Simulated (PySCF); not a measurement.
C2HF2O2, multiplicity 2. Atoms are numbered in the order given.

```xyz
7

O     -1.2294     1.3231     0.0000
C     -0.1458     0.7681     0.0000
O      1.0521     1.4003     0.0000
C      0.0131    -0.6656     0.0000
F     -1.0186    -1.4682     0.0000
F      1.1703    -1.2825     0.0000
H      0.8495     2.3535     0.0000
```
Charge 0, spin multiplicity 2.

Coordinates come from a TPSSh-D3(BJ)/def2-SVP optimisation. The geometry has at least one imaginary mode, so it is a saddle point at that level. The isomer is the one that the SMILES or the coordinates give; other isomers of the formula were not compared. Other conformers were not sampled.

All values below come from TDA-PBE/def2-SVPD in PySCF.

Vertical excitations. Gas-phase values at a fixed geometry.

| state | energy (eV) | λ (nm) | f | main pairs |
|---|---|---|---|---|
| root 1 | 2.80 | 443 | 0.000 | β HOMO→LUMO 100 % |
| root 2 | 4.10 | 302 | 0.015 | β HOMO−1→LUMO 91 % |
| root 3 | 5.13 | 242 | 0.000 | α HOMO→LUMO 100 % |
| root 4 | 5.48 | 226 | 0.006 | α HOMO→LUMO+2 96 % |
| root 5 | 5.90 | 210 | 0.000 | β HOMO−2→LUMO 96 % |
| root 6 | 5.92 | 210 | 0.102 | α HOMO→LUMO+1 80 %, β HOMO−4→LUMO 12 % |
| root 7 | 6.65 | 187 | 0.001 | α HOMO−1→LUMO 35 %, β HOMO→LUMO+1 64 % |
| root 8 | 6.74 | 184 | 0.000 | α HOMO−1→LUMO+1 8 %, β HOMO−3→LUMO 90 % |
| root 9 | 6.78 | 183 | 0.000 | α HOMO−1→LUMO+1 82 %, β HOMO−3→LUMO 9 %, β HOMO→LUMO+3 7 % |
| root 10 | 6.84 | 181 | 0.000 | α HOMO→LUMO+3 97 % |
Unrestricted roots are not spin-pure.
